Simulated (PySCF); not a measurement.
The complex [TiF5]2- (charge -2) contains Ti(III), shell d1. The structure is a PBE0-D3(BJ)/def2-TZVP, IEF-PCM water geometry optimised for multiplicity 2; coordination trigonal bipyramidal, point group Cs, metal–donor distances 1.88–1.98 Å.

```
6

Ti    0.000    0.000    0.000
F     0.006    0.012    1.982
F     0.006    0.012   -1.982
F     1.872   -0.223    0.000
F    -1.102    1.523    0.000
F    -0.934   -1.679    0.000
```

Method (PySCF 2.14, density fitting): CASSCF(1,5) with orbitals averaged over all microstates of the shell, strongly contracted NEVPT2 on the averaged canonical orbitals; basis x2c-TZVPall; spin-free X2C; IEF-PCM water; spin-orbit coupling by state interaction with the mean-field operator over all roots.

**Question.** Which term lies lowest, and with what spin?

**Answer.** 2A'' (S = 1/2, orbital degeneracy 1), orbital occupations from the lowest 1.0 0.0 0.0 0.0 0.0, by NEVPT2.

**Question.** Where do the spin-allowed transitions within the shell lie?

**Answer.** By NEVPT2: 2A'' at 1602 cm⁻¹; 2A' at 5440 cm⁻¹; 2A' at 7475 cm⁻¹ (1338 nm); 2A' at 18636 cm⁻¹ (537 nm). The strongest, at 7475 cm⁻¹, has f = 9.1e-05.

**Question.** What ligand-field parameters describe the result?

**Answer.** At NEVPT2 level: orbital energies 0, 1602, 5440, 7475, 18636 cm⁻¹; ζ = 132 cm⁻¹ (free ion 152).

**Question.** What magnetic behaviour follows?

**Answer.** The ground doublet has g = 1.832, 1.900, 1.950. μeff is 1.77 μB at 300 K and 1.65 μB at 10 K; the spin-only value is 1.73 μB.

NEVPT2 on the d shell alone tends to put d–d bands too high for such charged or covalently bound ions.

The job took 11 s on one thread of Arm Neoverse V1 (shared host), with 203 basis functions and a peak of 0.61 GiB, launched as `OMP_NUM_THREADS=1 python lf_run.py task.json out`.
